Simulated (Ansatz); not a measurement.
Species: H8Ge3, SMILES `[GeH3][GeH2][GeH3]` with one electron removed (charge 1, multiplicity 2), formula H8Ge3.

Q: How many basis functions does frozen-core CCSD(T)/cc-pVDZ // PBE0-D3(BJ)/def2-SVP run with Ansatz (a first-principles code) use, how many core orbitals are frozen, and how many electrons are correlated?

A: 121 basis functions and 27 frozen orbitals, which leaves 49 correlated electrons (filled d shells below the valence shell are correlated). Core time is of the order of minutes.
